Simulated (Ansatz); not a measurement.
Consider the hydrogenolysis of the Si–Si bond: `F[Si]([SiH3])([SiH3])Cl` + H₂ → `F[SiH]([SiH3])Cl` + SiH₄.

Computed with Ansatz on PBE0-D4/def2-TZVP structures; ΔE is electronic, products minus reactants. CCSD(T)/CBS adds triple-zeta CCSD(T) − MP2 to the extrapolated MP2 energy (def2 sets, frozen cores). This one scheme is used for every species. Functionals use def2-TZVPP. B3LYP here is the variant with VWN-RPA as its local correlation; programs differ in this.

```
             level  ΔE (kJ/mol)
           BLYP-D4        -13.0
         r2SCAN-D4        -14.8
           ωB97M-V        -25.8
             B3LYP        -32.5
RPA@PBE/def2-TZVPP        -30.1
      MP2/def2-SVP        -35.3
  CCSD(T)/def2-SVP        -36.6
SCS-MP2/def2-TZVPP        -33.1
```

Problem. What does CCSD(T)/CBS give? (Estimate.)

Solution. Ansatz gave: -21.6 kJ/mol. The listed levels differ from it by 8.6, 6.8, -4.2, -10.9, -8.5, -13.7, -15.0, -11.5 kJ/mol.

Problem. What do rigid-rotor, harmonic-oscillator terms from PBE0-D4/def2-TZVP frequencies (298.15 K, 1 bar) make of the CCSD(T)/CBS value? (Estimate.)

Solution. The calculation gave: ΔZPE = +11.7 kJ/mol, ΔH = -15.8 kJ/mol, ΔS = 10 J/(mol·K), ΔG = -18.9 kJ/mol.

Largest T1 diagnostic among the species: 0.013.

From PBE to PBE0 (25 % exact exchange), in def2-TZVPP and without D4, ΔE moves by −7.0 kJ/mol. The D4 term adds +13.2 kJ/mol with B3LYP and +7.5 kJ/mol with PBE0; it sums over pairs of atoms, weighted by their polarisabilities, and B3LYP, whose exchange is more repulsive, gets the larger term.
